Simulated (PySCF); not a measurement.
C3H4O2Si, SMILES O1[SiH2]C=CC1=O.

Coordinates come from a PBE0-D3(BJ)/def2-SVP optimisation. The structure was generated by enumeration, and PubChem lists no compound with its InChIKey, so it may never have been made.

Two levels are set side by side: TDDFT-PBE/def2-SVPD (PySCF) and TDDFT-M06-2X/def2-SVPD (PySCF). Vertical, same geometry. The lowest singlet is HOMO→LUMO 100 % with PBE and HOMO→LUMO 87 % with the other functional; states are paired by order. Differences are taken from unrounded values.

| quantity | TDDFT-PBE |
|---|---|
| lowest singlet excitation (eV) | 3.82 |
| lowest triplet excitation (TDA) (eV) | 3.46 |
| first bright state (f over 0.05) (eV) | 6.02 |
| its oscillator strength | 0.19 |

Task: These are the TDDFT-PBE values. What does TDDFT-M06-2X give? (The exact figures need the calculation; the answer reports its results.)

Result: 
| quantity | TDDFT-M06-2X | TDDFT-PBE minus TDDFT-M06-2X |
|---|---|---|
| lowest singlet excitation (eV) | 4.66 | -0.85 |
| lowest triplet excitation (TDA) (eV) | 4.26 | -0.79 |
| first bright state (f over 0.05) (eV) | 6.51 | -0.49 |
| its oscillator strength | 0.30 | -0.11 |

Functionals without exact exchange tend to place singlet excitations lower, as here. Differences between two approximate levels are no errors against the true value.

Rough cost on one machine, each run with all the roots and properties that it gave: TDDFT-M06-2X against TDDFT-PBE about 10 times.
